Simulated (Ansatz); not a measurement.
Cartesian coordinates in Å:
```
O 2.520 0.733 -0.204
Si 1.136 0.996 0.645
N -0.304 0.530 -0.178
Si -0.931 -1.053 -0.368
O -2.382 -1.154 0.404
H 2.622 1.181 -1.045
H 0.977 2.443 0.948
H 1.318 0.179 1.863
H -0.864 1.287 -0.545
H 0.083 -1.961 0.223
H -1.156 -1.403 -1.799
H -3.018 -1.780 0.056
```

The species carries charge 0 and has multiplicity 1.

(1) List the ωB97M-V/def2-TZVPP orbital energies in eV (Ansatz 0.2.0). (An estimate is asked.)

Answers

(1) The calculation gave: Occupied: -1807.47, -1807.40, -526.08, -526.00, -394.11, -148.42, -148.35, -102.55, -102.54, -102.52, -102.48, -102.47, -102.45, -30.87, -30.78, -26.43, -18.66, -18.27, -16.38, -16.02, -14.80, -13.53, -13.37, -13.01, -12.35, -11.94, -11.22, -11.06, -10.31. Lowest empty: 2.00, 2.12, 2.43, 3.57, 3.66, 3.75, 4.03, 4.07.
